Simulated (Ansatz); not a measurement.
`BO[SiH2]N` at its PBE0-D4/def2-TZVP geometry, where that method's forces vanish. The species carries charge 0 and has multiplicity 1.

```xyz
10

B    -0.7542    1.9004   -0.1678
O    -0.0593    0.9401    0.4657
Si   -0.1515   -0.7222    0.4127
N     1.2190   -1.4759   -0.2496
H    -1.6340    1.6046   -0.9368
H    -0.4731    3.0461    0.0520
H    -1.3256   -1.0778   -0.4202
H    -0.2747   -1.1479    1.8234
H     2.0811   -1.5513    0.2641
H     1.3723   -1.5160   -1.2434
```

Q: What forces (eV/Å) does PBE-D4/def2-TZVPP give on these atoms in Ansatz 0.2.0? (Best estimate.)

A: Computed: 
```
B1  -0.186  0.247 -0.164
O2   0.268  0.221  0.251
Si3 -0.193 -0.286  0.045
N4  -0.072 -0.125  0.041
H5  -0.099 -0.038 -0.085
H6   0.042  0.128  0.031
H7  -0.128 -0.053 -0.097
H8  -0.006 -0.042  0.158
H9   0.306 -0.033  0.160
H10  0.067 -0.018 -0.338
```
